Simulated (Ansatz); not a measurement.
Consider the formal hydrolysis of the Al–Cl bond: `[SiH3][NH][AlH][Cl]` + H₂O → `[OH][AlH][NH][SiH3]` + HCl.

Computed with Ansatz on PBE0-D4/def2-TZVP structures; ΔE is electronic, products minus reactants. CCSD(T)/CBS adds triple-zeta CCSD(T) − MP2 to the extrapolated MP2 energy (def2 sets, frozen cores). This one scheme is used for every species. DFT in def2-TZVPP. B3LYP here is the variant with VWN-RPA as its local correlation; programs differ in this. HSE06 is defined as in plane-wave codes. One conformer a species, not always the lowest.

```tsv
level	ΔE (kJ/mol)	difference from CCSD(T)/CBS
LDA (SPW92)	26.8	-6.4
revPBE-D4	33.0	-0.2
BLYP-D4	25.5	-7.7
r2SCAN-D4	30.7	-2.5
B97M-V	30.5	-2.7
B3LYP-D4	28.3	-4.9
r2SCANh-D4	31.9	-1.3
r2SCAN0-D4	33.5	0.3
HSE06-D4	36.0	2.8
CAM-B3LYP-D4	25.2	-8.0
ωB97X-V	30.5	-2.7
ωB97M-V	30.8	-2.4
B2PLYP	26.8	-6.4
PBE-QIDH	34.2	1.0
PBE	30.7	-2.5
revPBE	31.8	-1.4
BLYP	22.6	-10.6
r2SCAN	30.4	-2.8
PBE0	34.1	0.9
B3LYP	25.7	-7.5
r2SCANh	31.5	-1.7
r2SCAN0	33.0	-0.2
HSE06	34.5	1.3
BHLYP	28.3	-4.9
CAM-B3LYP	23.5	-9.7
RPA@PBE/def2-TZVPP	24.5	-8.7
HF/def2-SVP	38.1	4.9
MP2/def2-SVP	29.3	-3.9
CCSD/def2-SVP	29.3	-3.9
CCSD(T)/def2-SVP	29.1	-4.1
HF/def2-TZVPP	32.7	-0.5
MP2/def2-TZVPP	30.2	-3.0
SCS-MP2/def2-TZVPP	27.4	-5.8
CCSD/def2-TZVPP	27.9	-5.3
CCSD(T)/def2-TZVPP	28.2	-5.0
HF/def2-QZVPP	32.0	-1.2
MP2/def2-QZVPP	32.8	-0.4
HF/CBS(def2)	31.9	-1.3
MP2/CBS(def2)	35.2	2.0
CCSD/CBS(def2)	32.9	-0.3
CCSD(T)/CBS	33.2	0
```

Largest T1 diagnostic among the species: 0.012.

Leaving LDA and LC-ωPBE aside and taking each functional with its dispersion term where it has one, the values spread over 10.8 kJ/mol, from CAM-B3LYP-D4 to HSE06-D4. LDA lies −3.9 kJ/mol from PBE without D4. At CCSD(T), def2-SVP lies −4.1 kJ/mol from the extrapolated value and def2-TZVPP −5.0 kJ/mol. From PBE to PBE0 (25 % exact exchange), in def2-TZVPP and without D4, ΔE moves by +3.4 kJ/mol.
